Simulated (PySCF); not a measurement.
Computed shifts of a molecule H₉N₃Si₂, PySCF with PBE/pcSseg-1, GIAO, gas phase, equivalent atoms averaged, in ppm (number of nuclei): ¹⁵N: 58.8 (1), 29.2 (2). ²⁹Si: -41.5 (2). ¹H: 5.50 (2), 5.22 (2), 0.95 (1), 0.76 (2), 0.46 (2). References: ¹⁵N against NH3 (σ = 267.0 ppm); ²⁹Si against TMS (σ = 335.4 ppm); ¹H against TMS (σ = 31.49 ppm), references at their B3LYP-D3(BJ)/def2-TZVP geometries, non-relativistic. Geometry optimised at B3LYP-D3(BJ)/def2-SVP. One conformer was computed; it need not be the lowest.

**Question.** Identify the compound among the candidates.
A. N[SiH2]N[SiH2]N
B. N[SiH2][SiH](N)N
C. N[SiH](N)N[SiH3]
D. N[Si](N)(N)[SiH3]

**Answer.** A, N[SiH2]N[SiH2]N
